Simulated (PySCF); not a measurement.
C3H9N. Atoms are numbered in the order given.

```xyz
13

C     -1.8851    -0.0866     0.2589
C     -0.4835    -0.5201    -0.1507
N      0.4896     0.5278     0.0994
C      1.8475     0.1721    -0.2570
H     -2.1715     0.8377    -0.2662
H     -2.6265    -0.8677     0.0298
H     -1.9373     0.1123     1.3433
H     -0.2256    -1.4792     0.3589
H     -0.4679    -0.7466    -1.2326
H      0.4476     0.8048     1.0799
H      2.5353     0.9920     0.0034
H      1.9203     0.0170    -1.3472
H      2.2250    -0.7578     0.2275
```

Geometry: B3LYP-D3(BJ)/def2-SVP. Other conformers were not sampled.

Level of theory: r2SCAN/def2-TZVP (PySCF).

Atomic charges (e):

```tsv
atom	IAO	Löwdin
C1	-0.43	-0.32
C2	-0.13	-0.35
N3	-0.42	-0.05
C4	-0.31	-0.36
H5	0.15	0.12
H6	0.14	0.12
H7	0.13	0.12
H8	0.09	0.11
H9	0.13	0.13
H10	0.24	0.16
H11	0.15	0.11
H12	0.14	0.11
H13	0.10	0.09
```

**Question.** Give the Mayer and Wiberg (Löwdin basis) orders of the bonds. (The exact figures need the calculation; the answer reports its results.)

**Answer.** 
```json
[
 {"bond": "C1–C2", "Mayer": "0.98", "Wiberg": "1.31"},
 {"bond": "C2–N3", "Mayer": "0.99", "Wiberg": "1.37"},
 {"bond": "N3–C4", "Mayer": "0.99", "Wiberg": "1.43"},
 {"bond": "C1–H5", "Mayer": "0.97", "Wiberg": "0.91"},
 {"bond": "C1–H6", "Mayer": "0.97", "Wiberg": "0.91"},
 {"bond": "C1–H7", "Mayer": "0.97", "Wiberg": "0.91"},
 {"bond": "C2–H8", "Mayer": "0.95", "Wiberg": "0.87"},
 {"bond": "C2–H9", "Mayer": "0.96", "Wiberg": "0.86"},
 {"bond": "N3–H10", "Mayer": "0.93", "Wiberg": "0.89"},
 {"bond": "C4–H11", "Mayer": "0.98", "Wiberg": "0.93"},
 {"bond": "C4–H12", "Mayer": "0.97", "Wiberg": "0.92"},
 {"bond": "C4–H13", "Mayer": "0.96", "Wiberg": "0.93"}
]
```
